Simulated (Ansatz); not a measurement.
Calculated with Ansatz (gas phase, PBE0-D4/def2-TZVP geometries, no zero-point term in ΔE). CBS: MP2 limit from def2 TZ/QZ plus the TZ coupled-cluster correction, frozen cores. Functionals use def2-TZVPP. HSE06 is defined as in plane-wave codes. def2 core potentials past Kr. For Y outer-core shells are correlated without core-valence functions, which leaves a few kJ/mol of doubt a bond. One conformer a species, not always the lowest.

Reaction (redistribution): `[NH2][Y]([OH])[F]` + `N[Si](N)(O)O` → `[NH2][Y]([NH2])[OH]` + `N[Si](O)(O)F`

```json
{"level": "LDA (SPW92)", "ΔE (kJ/mol)": "50.9"}
{"level": "r2SCANh-D4", "ΔE (kJ/mol)": "45.8"}
{"level": "PBE", "ΔE (kJ/mol)": "49.7"}
{"level": "r2SCAN", "ΔE (kJ/mol)": "46.0"}
{"level": "r2SCAN0", "ΔE (kJ/mol)": "44.5"}
{"level": "HSE06", "ΔE (kJ/mol)": "47.1"}
{"level": "MP2/def2-SVP", "ΔE (kJ/mol)": "57.5"}
{"level": "CCSD/CBS(def2)", "ΔE (kJ/mol)": "42.6"}
```

(1) What does CCSD(T)/CBS give? (An estimate is asked.)

(2) What do rigid-rotor, harmonic-oscillator terms from PBE0-D4/def2-TZVP frequencies (298.15 K, 1 bar) make of the CCSD(T)/CBS value? (An estimate is asked.)

Largest T1 diagnostic among the species: 0.014.

Answers

(1) Computed: +43.0 kJ/mol. The listed levels differ from it by 7.9, 2.8, 6.7, 3.0, 1.5, 4.1, 14.5, -0.4 kJ/mol.

(2) Ansatz gave: ΔZPE = -1.7 kJ/mol, ΔH = +40.7 kJ/mol, ΔS = -13 J/(mol·K), ΔG = +44.7 kJ/mol.

At CCSD(T), def2-SVP lies +13.4 kJ/mol from the extrapolated value and def2-TZVPP −6.4 kJ/mol. Leaving LDA and LC-ωPBE aside and taking each functional with its dispersion term where it has one, the values, not all of them listed here, spread over 12.5 kJ/mol, from B2PLYP to revPBE-D4.
